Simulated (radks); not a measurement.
Results of a calculation; reference values are marked as such.
Species: Si. Configuration: [Ne] 3p4 (not the ground configuration). Code: a radial shooting solver on a logarithmic mesh with Libxc functionals. Model: scalar-relativistic Kohn-Sham, PBE, spin-unpolarised, spherical densities, finite nucleus; Fermi nuclear charge, rms radius 3.1224 fm.

Normalised radial functions P(r) = r R(r), r in bohr:

```
   r/bohr * 1s, o 2p (the largest magnitude, 2.68, reaches the edge; | marks zero, & curves that meet)
  0.01245 o                     *
  0.01799 |o                           *
   0.0262 |o                                    *
  0.03816 | o                                            *
  0.05557 |   o                                                 *
   0.0803 |      o                                               *
   0.1169 |          o                                     *
   0.1703 |                o                *
   0.2461 |                 *    o
   0.3584 |     *                    o
    0.522 |*                       o
   0.7603 *                 o
    1.099 *        o
      1.6 *  o
     2.33 &
    3.367 &
    4.904 &
    7.142 &
```

1s: eigenvalue -1789.2 eV, 0 radial nodes, <r> = 0.111 bohr, 90 % of the charge inside 0.199 bohr. 2p: eigenvalue -98.738 eV, 0 radial nodes, <r> = 0.537 bohr, 90 % of the charge inside 0.902 bohr.
